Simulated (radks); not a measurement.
The numbers below are computed, except where a source is named.
Problem. Ionisation of Te, [Kr] 4d10 5s2 5p4, to Te+, [Kr] 4d10 5s2 5p3, under several functionals. Dirac Kohn-Sham, spin-unpolarised, spherical densities, finite nucleus; open shells fill j = l - 1/2 first; a radial shooting solver on a logarithmic mesh with Libxc functionals. Known Delta-SCF values: exchange-only PBE 8.481 eV. What does B86b exchange with PBE correlation give, and what is its highest occupied eigenvalue?

Solution. 9.369 eV by Delta-SCF; the 5p3/2 eigenvalue is -5.636 eV. NIST: 9.010 eV (measured).

Beside tabulated values, note that spin-unpolarised runs miss the spin-polarisation part of the exchange energy of open shells.
